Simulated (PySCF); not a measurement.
Species: C10H8O2.
Bonds: C1–C2 (triple), C2–C3, C3–C4 (aromatic), C4–C5 (aromatic), C5–C6 (aromatic), C6–C7 (aromatic), C7–C8, C8–O9 (double), C8–O10, O10–C11, C7–C12 (aromatic), C3–C12 (aromatic). Hydrogens: H13 on C1; H14 on C4; H15 on C5; H16 on C6; H17, H18, H19 on C11; H20 on C12.

Method: PySCF, TDDFT CAM-B3LYP/def2-SVPD, vertical, gas phase, core orbitals frozen in the response. Isolated species at its PBE0-D3(BJ)/def2-SVP geometry (one conformer only). Torsions of this conformer, `[CH:1]#[C:2][c:3]1[cH:4][cH:5][cH:6][c:7]([C:8](=[O:9])[O:10][CH3:11])[cH:12]1`: C6–C7–C8–O9 2°, C7–C8–O10–C11 180°.

Kohn–Sham orbitals with the atoms that hold most of them (Löwdin shares over 4%, at most four atoms; ? is withheld):

| orbital | ε (eV) | atoms |
| --- | --- | --- |
| HOMO-3 | -9.89 | O9 53%, C2 10%, C1 10%, O10 9% |
| HOMO-2 | -9.55 | C1 33%, C2 32%, O9 14%, C3 5% |
| HOMO-1 | -9.05 | C5 19%, C7 19%, C4 19%, C12 18% |
| HOMO | -8.27 | ? |
| LUMO | ? | ? |
| LUMO+1 | -0.07 | C12 23%, C3 13%, C5 12%, C6 9% |
| LUMO+2 | 1.16 | C11 15%, C8 13%, O10 7%, C1 6% |

(1) Give the leading atoms of the LUMO.

(2) Give the leading atoms of the HOMO.

(3) What is the LUMO energy, and the HOMO–LUMO gap?

Answers

(1) C4 (bonded to 2 C and H) 17%; C6 (bonded to 2 C and H) 14%; C7 (bonded to 3 C) 13%; C8 (bonded to C and 2 O) 11%.

(2) C1 (bonded to C and H) 21%; C2 (bonded to 2 C) 17%; C3 (bonded to 3 C) 15%; C6 (bonded to 2 C and H) 15%.

(3) ε(LUMO) = -0.61 eV; the gap is 7.66 eV (0.2815 hartree).

Question: How does S1 compare with the orbital gap of 7.66 eV?

Answer: S1 is at 4.82 eV (f = 0.029), 2.84 eV below the gap, made of HOMO→LUMO (56%), HOMO-1→LUMO (15%), HOMO→LUMO+1 (14%). 

Next come S2 at 5.25 eV (f 0.125), HOMO→LUMO+1 (41%), HOMO→LUMO (26%), HOMO-1→LUMO (20%); S3 at 5.28 eV (f 0.014), HOMO-3→LUMO (43%), HOMO-2→LUMO (26%), HOMO-3→LUMO+5 (9%); S4 at 5.61 eV (f 0.0000), HOMO-2→LUMO+1 (42%), HOMO-2→LUMO (27%), HOMO-3→LUMO (12%); S5 at 5.89 eV (f 0.734), HOMO-1→LUMO (57%), HOMO→LUMO+1 (27%).

Time: 60 s wall, 2.3 min CPU; peak memory 2.1 GiB. Hardware: 2 threads of an AMD EPYC 7B13, shared host.
